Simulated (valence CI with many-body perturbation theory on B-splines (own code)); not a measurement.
Values are calculated unless marked as measured or tabulated.
**Level structure of Lu LXVI**

Method: valence CI with perturbative core correlation (CI+MBPT): four valence electrons over a frozen Dirac-Fock core [He], a basis of 11 s, 11 p, 10 d, 8 f, 5 g, 2 h functions for each j, with the one-electron correlation potential Σ1, the two-electron term Σ2, the three-electron term Σ3, Breit, model QED; selected CI, second order for the rest, scaled by the run's own slope (own B-spline code, finite nucleus).

The last digits are not significant, and no measured levels were compared; by estimate large intervals hold to a few tenths of a per cent, small ones and those within an open d or f shell to about a per cent. Among the levels kept, up to 1100 cm⁻¹ of a level comes from second order outside the variational space, and about a tenth of that is noise between levels of different J, which matters for small intervals.

Levels 181 to 214 of 214, with energies above the lowest level, (2s^2 2p1/2^2) J=0. "Leading %" is the weight of the configuration and term that name the level; weights of strongly mixed levels are sums over their largest components and can fall short, so below about 35 % the name and the second component can differ from the true leading terms, or belong to a minority configuration. In the jj column 3d3/2^4 stands for four electrons in 3d with j = 3/2.

| No. | Configuration | Term | J | E (eV) | Leading % | g | Second component | Leading jj |
| --- | --- | --- | --- | --- | --- | --- | --- | --- |
| 181 | 2s2p²3d | ³D | 2 | 12713 | 45 | 1.210 | 16 % 2s2p²3d ¹D | 2s 2p3/2^2 3d5/2 (70 %) |
| 182 | 2s2p²3d | ³P | 0 | 12715 | 67 |  | 32 % 2s2p²3d ¹S | 2s 2p3/2^2 3d3/2 (68 %) |
| 183 | 2s²2p4s | ³P° | 0 | 12723 | 100 |  |  | 2s^2 2p1/2 4s (100 %) |
| 184 | 2s²2p4s | ³P° | 1 | 12725 | 67 | 1.307 | 33 % 2s²2p4s ¹P° | 2s^2 2p1/2 4s (100 %) |
| 185 | 2s²2p4p | ³D | 1 | 12758 | 74 | 0.638 | 22 % 2s²2p4p ¹P | 2s^2 2p1/2 4p1/2 (100 %) |
| 186 | 2s2p²3d | ³F | 4 | 12769 | 62 | 1.176 | 15 % 2s2p²3d ¹G | 2s 2p3/2^2 3d5/2 (97 %) |
| 187 | 2s2p²3d | ³D | 3 | 12772 | 74 | 1.270 | 6 % 2s2p²3d ³F | 2s 2p3/2^2 3d5/2 (99 %) |
| 188 | 2s²2p4p | ³P | 0 | 12772 | 67 |  | 33 % 2s²2p4p ¹S | 2s^2 2p1/2 4p1/2 (100 %) |
| 189 | 2s2p²3d | ³D | 3 | 12778 | 47 | 1.241 | 20 % 2s2p²3d ¹F | 2s 2p3/2^2 3d5/2 (98 %) |
| 190 | 2s2p²3d | ¹D | 2 | 12787 | 48 | 1.066 | 28 % 2s2p²3d ³D | 2s 2p3/2^2 3d5/2 (97 %) |
| 191 | 2s2p²3d | ³P | 1 | 12790 | 36 | 1.166 | 30 % 2s2p²3d ¹P | 2s 2p3/2^2 3d5/2 (97 %) |
| 192 | 2s2p²3d | ³P | 2 | 12804 | 31 | 1.167 | 22 % 2s2p²3d ¹D | 2s 2p3/2^2 3d5/2 (87 %) |
| 193 | 2p³3p | ⁵P | 3 | 12812 | 54 | 1.380 | 24 % 2p³3p ³F | 2p1/2 2p3/2^2 3p3/2 (98 %) |
| 194 | 2p³3p | ³P | 0 | 12815 | 99 |  |  | 2p1/2 2p3/2^2 3p3/2 (99 %) |
| 195 | 2p³3p | ³P | 2 | 12816 | 36 | 1.387 | 26 % 2p³3p ³D | 2p1/2 2p3/2^2 3p3/2 (89 %) |
| 196 | 2p³3p | ¹P | 1 | 12830 | 50 | 0.969 | 26 % 2p³3p ³D | 2p1/2 2p3/2^2 3p3/2 (98 %) |
| 197 | 2p³3p | ³D | 3 | 12835 | 68 | 1.201 | 29 % 2p³3p ¹F | 2p1/2 2p3/2^2 3p3/2 (98 %) |
| 198 | 2p³3p | ³F | 4 | 12836 | 97 | 1.221 |  | 2p1/2 2p3/2^2 3p3/2 (97 %) |
| 199 | 2p³3p | ³P | 1 | 12868 | 78 | 1.446 | 12 % 2p³3p ¹P | 2p1/2 2p3/2^2 3p3/2 (100 %) |
| 200 | 2p³3p | ¹D | 2 | 12881 | 51 | 1.137 | 27 % 2p³3p ³P | 2p1/2 2p3/2^2 3p3/2 (99 %) |
| 201 | 2p³3d | ⁵D° | 1 | 12892 | 47 | 1.034 | 38 % 2p³3d ³D° | 2p1/2 2p3/2^2 3d3/2 (100 %) |
| 202 | 2p³3d | ³F° | 2 | 12893 | 40 | 1.056 | 37 % 2p³3d ⁵D° | 2p1/2 2p3/2^2 3d3/2 (99 %) |
| 203 | 2p³3d | ⁵D° | 0 | 12894 | 55 |  | 24 % 2p³3d ¹S° | 2p1/2 2p3/2^2 3d3/2 (99 %) |
| 204 | 2p³3d | ³G° | 3 | 12899 | 41 | 1.068 | 23 % 2p³3d ³D° | 2p1/2 2p3/2^2 3d3/2 (99 %) |
| 205 | 2p³3p | ³P | 1 | 12901 | 51 | 1.489 | 28 % 2p³3p ³S | 2p1/2 2p3/2^2 3p3/2 (100 %) |
| 206 | 2p³3p | ³D | 2 | 12905 | 44 | 1.138 | 35 % 2p³3p ¹D | 2p1/2 2p3/2^2 3p3/2 (98 %) |
| 207 | 2s²2p4p | ³P | 1 | 12907 | 49 | 1.508 | 29 % 2s²2p4p ³S | 2s^2 2p1/2 4p3/2 (98 %) |
| 208 | 2s²2p4p | ³D | 2 | 12909 | 50 | 1.150 | 33 % 2s²2p4p ¹D | 2s^2 2p1/2 4p3/2 (100 %) |
| 209 | 2p³3d | ³G° | 4 | 12913 | 51 | 1.026 | 38 % 2p³3d ¹G° | 2p1/2 2p3/2^2 3d3/2 (100 %) |
| 210 | 2p³3d | ³F° | 3 | 12929 | 40 | 1.129 | 31 % 2p³3d ³D° | 2p1/2 2p3/2^2 3d3/2 (99 %) |
| 211 | 2p³3d | ³D° | 2 | 12932 | 35 | 1.202 | 32 % 2p³3d ³P° | 2p1/2 2p3/2^2 3d3/2 (98 %) |
| 212 | 2s²2p4d | ³F° | 2 | 12934 | 74 | 0.749 | 20 % 2s²2p4d ¹D° | 2s^2 2p1/2 4d3/2 (100 %) |
| 213 | 2p³3d | ³P° | 1 | 12939 | 43 | 1.410 | 31 % 2p³3d ³S° | 2p1/2 2p3/2^2 3d3/2 (98 %) |
| 214 | 2s²2p4d | ³D° | 1 | 12942 | 50 | 0.835 | 33 % 2s²2p4d ¹P° | 2s^2 2p1/2 4d3/2 (99 %) |

Where two levels of one J and parity lie close, their mixing, g and order are uncertain.
